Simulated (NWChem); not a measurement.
# SiHICl₂; SMILES Cl[SiH](Cl)I

Computed with NWChem. The geometry was optimised at PBE0/def2-SVP. def2 effective core potentials on I; no spin-orbit coupling.

### Question
What does the run give for PBE/def2-SVP (core potentials)? Quantities: highest occupied level (eV); orbital gap (eV); dipole (D).

### Answer
```json
{
  "highest occupied level (eV)": "-6.86",
  "orbital gap (eV)": "4.98",
  "dipole (D)": "0.75"
}
```
